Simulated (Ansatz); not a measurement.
`SB(Cl)Cl` + HBr → `SB(Cl)Br` + HCl at 500 K and 1 bar (ligand exchange at a B–Cl bond).

Isolated molecules relaxed with PBE0-D4/def2-TZVP in Ansatz; ΔE leaves out vibrations. CBS: MP2 limit from def2 TZ/QZ plus the TZ coupled-cluster correction, frozen cores. This one scheme is used for every species. For Br outer-core shells are correlated without core-valence functions, which leaves a few kJ/mol of doubt a bond. Scalar relativity is left out up to krypton. Each species was taken in one conformer, which may not be the lowest.

```tsv
species	CCSD(T)/CBS energy (Eh)	H − E (kJ/mol)	S (J/(mol·K))
`SB(Cl)Cl`	-1342.83724	74.8	351.3
HBr	-2573.91920	30.5	213.7
`SB(Cl)Br`	-3456.37310	74.2	363.5
HCl	-460.38127	32.5	201.9
```

H − E and S are ideal-gas, rigid-rotor, harmonic terms from PBE0-D4/def2-TZVP, for one conformer and one mirror image of each species. 1 Eh = 2625.50 kJ/mol, R = 8.31446 J/(mol·K).

Q: By hand: ΔE, ΔH, ΔS and ΔG.

A: ΔE = (-3456.37310) + (-460.38127) − (-1342.83724) − (-2573.91920) = 0.00207 Eh = 5.4 kJ/mol. Δ(H − E) = 74.2 + 32.5 − 74.8 − 30.5 = 1.4, so ΔH = 6.8 kJ/mol. ΔS = 363.5 + 201.9 − 351.3 − 213.7 = 0.4 J/(mol·K). ΔG = 6.8 − 500 × (0.4)/1000 = 6.6 kJ/mol.

Q: By hand: the equilibrium constant, and the temperature at which ΔG would vanish if ΔH and ΔS stayed fixed.

A: log₁₀ K = −ΔG/(RT ln 10) = -0.7. ΔG = 0 at ΔH/ΔS = 17000 K, far beyond where these terms or the molecules hold.

The number of gas molecules stays the same, so ΔS is small and ΔH decides. A doubt of 5 kJ/mol in ΔE shifts log₁₀ K by 0.5 here. Other conformers and mirror images would add mixing entropy, several J/(mol·K) or more a flexible species. These are equilibria of isolated gas molecules and say nothing of rates. Largest T1 diagnostic: 0.012 (customary marks: 0.02 for closed shells, 0.045 for open ones).
